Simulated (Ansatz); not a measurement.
Species: AuCl, charge 0, multiplicity 3. The spin state was set by rule; other spins were not relaxed. 
Coordinates optimised at B3LYP-D3(BJ)/def2-TZVP (Ansatz, an electronic-structure program):
```
Au
Cl 1 2.3959
```
Charge 0, spin multiplicity 3.

Property: atomisation energy (electronic, to ground-state atoms), in kJ/mol. Cores are frozen in the correlated levels unless marked. Open shells are spin-unrestricted. No spin-orbit coupling. The frozen core is the preceding noble-gas configuration, with the filled d and f shells of earlier blocks. In def2 rows, elements after Kr have scalar-relativistic effective core potentials. The coupled-cluster limit lacks core correlation, which all-electron functionals hold. Basis-set limits of correlation are two-point, X^-3; Hartree-Fock from the larger set.

```csv
level,program,atomisation energy (kJ/mol),minus last row
PBE/def2-TZVPD,Ansatz,100.4,59.5
revPBE-D3(BJ)/def2-TZVPD,Ansatz + dftd3,87.7,46.8
B3LYP/def2-TZVPD,Ansatz,55.4,14.5
r2SCANh/def2-TZVPD,Ansatz,85.1,44.2
B2PLYP-D4/def2-TZVPD,Ansatz + dftd4,45.6,4.7
RI-MP2/def2-TZVPP,Ansatz,0.9,-40.0
"CCSD(T)/CBS(def2-TZVPPD,def2-QZVPPD)",Ansatz,40.9,0.0
```
